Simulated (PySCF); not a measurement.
**RbIn: script and output**

Input:

```python
from pyscf import gto, scf, mp

mol = gto.M(
    atom='Rb 0 0 0; In 0 0 3.45',
    basis='def2-svp',
    ecp={'Rb': 'def2-svp', 'In': 'def2-svp'},
    charge=0,
    spin=0,
    symmetry=True,
    verbose=4,
)
mf = scf.RHF(mol)
mf.kernel()
mp.MP2(mf, frozen=4).kernel()
mf.dip_moment()
print('orbital energies (hartree):', mf.mo_energy[..., max(0, mol.nelec[1]-3):mol.nelec[0]+3].round(4))
```

```bash
$ python input.py
```

It prints (some set-up lines and the per-cycle HOMO/LUMO lines with their warnings removed):

```
PySCF version 2.14.0

[INPUT] Symbol           X                Y                Z      unit          X                Y                Z       unit  Magmom
[INPUT]  1 Rb     0.000000000000   0.000000000000   0.000000000000 AA    0.000000000000   0.000000000000   0.000000000000 Bohr   0.0
[INPUT]  2 In     0.000000000000   0.000000000000   3.450000000000 AA    0.000000000000   0.000000000000   6.519555129749 Bohr   0.0

nuclear repulsion = 28.989708076487
point group symmetry = Coov
symmetry origin: [0.         0.         3.71463025]
symmetry axis x: [1. 0. 0.]
symmetry axis y: [0. 1. 0.]
symmetry axis z: [0. 0. 1.]
num. orbitals of irrep A1 = 20
num. orbitals of irrep E1x = 11
num. orbitals of irrep E1y = 11
num. orbitals of irrep E2x = 4
num. orbitals of irrep E2y = 4
number of shells = 20
number of NR pGTOs = 96
number of NR cGTOs = 50
basis = def2-svp
ecp = {'Rb': 'def2-svp', 'In': 'def2-svp'}

******** <class 'pyscf.scf.hf_symm.SymAdaptedRHF'> ********
method = SymAdaptedRHF
initial guess = minao
damping factor = 0
level_shift factor = 0
DIIS = <class 'pyscf.scf.diis.CDIIS'>
SCF conv_tol = 1e-09
SCF max_cycles = 50
Freeze 0 electrons in irreps []
    30 free electrons in irreps A1 E1x E1y E2x E2y
Initial guess from minao.
init E= -188.521534906529
cycle= 1 E= -212.526107055057  delta_E=  -24  |g|= 1.25  |ddm|=   12
cycle= 2 E= -212.781648947595  delta_E= -0.256  |g|= 0.666  |ddm|= 4.19
cycle= 3 E= -212.973342643574  delta_E= -0.192  |g|= 0.136  |ddm|= 1.76
cycle= 4 E= -212.985651587168  delta_E= -0.0123  |g|= 0.0243  |ddm|= 0.435
cycle= 5 E= -212.986702210387  delta_E= -0.00105  |g|= 0.00774  |ddm|= 0.199
cycle= 6 E= -212.98686814703  delta_E= -0.000166  |g|= 0.00219  |ddm|= 0.0909
cycle= 7 E= -212.986880555318  delta_E= -1.24e-05  |g|= 0.000584  |ddm|= 0.023
cycle= 8 E= -212.986881605182  delta_E= -1.05e-06  |g|= 0.000159  |ddm|= 0.00697
cycle= 9 E= -212.986881706031  delta_E= -1.01e-07  |g|= 5.73e-05  |ddm|= 0.00296
cycle= 10 E= -212.986881723857  delta_E= -1.78e-08  |g|= 1.9e-05  |ddm|= 0.00171
cycle= 11 E= -212.986881724789  delta_E= -9.32e-10  |g|= 4.71e-06  |ddm|= 0.000362
Extra cycle  E= -212.986881724819  delta_E= -2.98e-11  |g|= 2.16e-06  |ddm|= 2.32e-05
converged SCF energy = -212.986881724819

******** <class 'pyscf.mp.mp2.RMP2'> ********
nocc = 11, nmo = 46
frozen orbitals 4
E(RMP2) = -213.114278215961  E_corr = -0.127396491142107
E(SCS-RMP2) = -213.111913876075  E_corr = -0.125032151256209
E_corr(same-spin) = -0.0321272747472916
E_corr(oppo-spin) = -0.0952692163948151
Dipole moment(X, Y, Z, Debye):  0.00000,  0.00000, -5.54940
orbital energies (hartree): [-0.7956 -0.3801 -0.1391  0.0066  0.0185  0.0185]
```

In short: E(SCF) = -212.986882 Eh, 11 cycles, E(MP2) − E(SCF) = -0.12740 Eh, μz(SCF) = -5.55 D.

Wall time 0.89 s on one thread of a shared host.

Stability towards an unrestricted solution was not tested. The bond length is a typed value, not an optimised one.
